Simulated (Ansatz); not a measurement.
# What each rung costs, and what it gives

Saddle point of GaSiH$_{7}$O, singlet (SiH₄O ([OH][SiH3]) + GaH₃ → GaSiH₅O ([SiH3][O][GaH2]) + H₂; bonds formed: H2–H5; dative contacts that become bonds: Ga1–O6; bonds broken: Ga1–H2, H5–O6), PBE0-D4/def2-TZVP structure:

| atom | x (Å) | y (Å) | z (Å) |
| --- | --- | --- | --- |
| Ga1 | -0.9628 | 0.3481 | -1.4051 |
| H2 | 0.6095 | 1.1856 | -1.6608 |
| H3 | -0.8541 | -1.1018 | -1.9628 |
| H4 | -2.1139 | 1.3887 | -1.4735 |
| H5 | 0.6054 | 0.9682 | -0.6692 |
| O6 | -0.0048 | 0.4945 | 0.3339 |
| Si7 | 0.5559 | -0.5757 | 1.4532 |
| H8 | 1.1151 | 0.1672 | 2.6104 |
| H9 | 1.6192 | -1.4383 | 0.8697 |
| H10 | -0.5695 | -1.4365 | 1.9043 |

Barriers are electronic and count from the start structure reached by relaxing down the imaginary mode.

Program: Ansatz 0.2.0. Basis: as named in each row. Cores are frozen in the correlated methods. Filled d shells of the heavier atoms are correlated. The def2 sets are not built for correlating such inner shells, so the correlated values are less sure here. B3LYP uses VWN-RPA correlation. Extrapolation: Hartree–Fock as exp(−7.88 √X), correlation as X^−2.97.

Times are rough, for one single point on 4 threads of a shared host (Arm Neoverse V1).

The estimate by CCSD(T) at an estimated basis limit (MP2 extrapolated from triple and quadruple zeta, plus CCSD(T) − MP2 in triple zeta) is 89.2 kJ/mol.

```
      method       basis  time (s)  barrier (kJ/mol)  method less estimate
          HF      STO-3G   under 1             262.8                 173.6
       SPW92    def2-SVP   under 1              55.0                 -34.2
      PBE-D4      STO-3G   under 1             122.0                  32.8
    B3LYP-D4       6-31G   under 1              95.2                   6.0
      PBE-D4    def2-SVP   under 1              65.7                 -23.5
     PBE0-D4    def2-SVP         1              81.1                  -8.1
       SPW92  def2-TZVPP         1              55.0                 -34.2
     BLYP-D4  def2-TZVPP         2              72.7                 -16.5
      PBE-D4  def2-TZVPP         2              66.1                 -23.1
    B3LYP-D4  def2-TZVPP         2              83.1                  -6.1
    BHLYP-D4  def2-TZVPP         2              99.1                   9.9
     PBE0-D4  def2-TZVPP         2              79.8                  -9.4
CAM-B3LYP-D4  def2-TZVPP         3              87.6                  -1.6
     CCSD(T)    def2-SVP         4              98.6                   9.3
   r2SCAN-D4  def2-TZVPP         4              72.9                 -16.3
  RPA on PBE  def2-TZVPP         4              89.0                  -0.2
  r2SCAN0-D4  def2-TZVPP         4              83.8                  -5.4
      B2PLYP  def2-TZVPP         4              84.4                  -4.8
    PBE-QIDH  def2-TZVPP         4              86.3                  -2.9
     wB97M-V    def2-SVP         5              90.5                   1.3
     wB97X-V  def2-TZVPP         6              90.5                   1.3
      B97M-V  def2-TZVPP         8              87.8                  -1.4
     wB97M-V  def2-TZVPP         8              91.3                   2.1
         MP2  def2-QZVPP        17              82.1                  -7.1
     CCSD(T)  def2-TZVPP        77              90.4                   1.2
```

All methods are single points on the PBE0-D4 structures.

No T1 diagnostic of these runs exceeds 0.014.

The step is the kind of ligand exchange by which a precursor binds to a hydroxyl group, or is hydrolysed, in atomic layer deposition of oxides.

Labels in which every atom is bracketed show which atoms are joined, not bond orders.
